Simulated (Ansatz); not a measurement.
Basis-set extrapolation for ClF2HSi, SMILES `F[SiH](F)Cl` (PBE0-D4/def2-TZVP geometry, frozen core, Ansatz 0.2.0). Multiplicity 1, RHF reference.

```json
{"": "HF", "def2-TZVPP": "-948.207814", "def2-QZVPP": "-948.240121"}
{"": "MP2 correlation", "def2-TZVPP": "-0.801715", "def2-QZVPP": "-0.880391"}
{"": "CCSD(T) correlation", "def2-TZVPP": "-0.850925", "def2-QZVPP": "not run"}
```

Energies in hartree. Use E(X) = E(∞) + A·exp(−7.88·√X) for Hartree–Fock and E(X) = E(∞) + B·X^(−2.97) for correlation, with X = 3 and 4, and add CCSD(T) minus MP2 of the smaller set to the MP2 limit.

Question: What is the CCSD(T) energy at the basis-set limit?

Answer: HF limit: -948.240121 + (-0.032307) × 0.13774 = -948.24457. MP2 limit: -0.880391 + (-0.078676) × 0.74074 = -0.93867. Higher-order term: -0.850925 − (-0.801715) = -0.04921. Total: -949.23245 hartree, 109.0 kcal/mol below CCSD(T)/def2-TZVPP.
